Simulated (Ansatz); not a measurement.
Wavefunction ladder for `[InH2][CH]1BO1`

Cartesian coordinates in Å:
```
In -1.326 0.705 0.623
C 0.546 0.278 -0.331
B 1.241 -1.067 -0.326
O 0.538 -0.811 -1.419
H -2.601 -0.442 0.474
H -1.465 2.159 1.540
H 1.152 1.126 -0.653
H 1.915 -1.947 0.091
```

The species carries charge 0 and has multiplicity 1. Correlated methods include outer-core shells of In, which these sets cover unevenly. In takes the def2 core potential. The geometry is a stationary point of PBE0-D4/def2-TZVP. Frozen core, restricted reference, Ansatz 0.2.0.

```tsv
basis	HF (Eh)	MP2 corr.	CCSD corr.	(T)	CCSD(T) total
def2-SVP	-328.77551	?	?	-0.01813	?
def2-TZVPP	?	-0.78873	-0.80555	-0.03164	?
def2-QZVPP	-328.95640	-1.01147	?	-0.03831	?
```

Task: Fill in the withheld values. (An estimate is asked.)

Result: Ansatz gave: def2-SVP MP2 corr.: -0.49227; def2-SVP CCSD corr.: -0.52719; def2-SVP CCSD(T) total: -329.32083; def2-TZVPP HF (Eh): -328.94845; def2-TZVPP CCSD(T) total: -329.78564; def2-QZVPP CCSD corr.: -0.99826; def2-QZVPP CCSD(T) total: -329.99297.
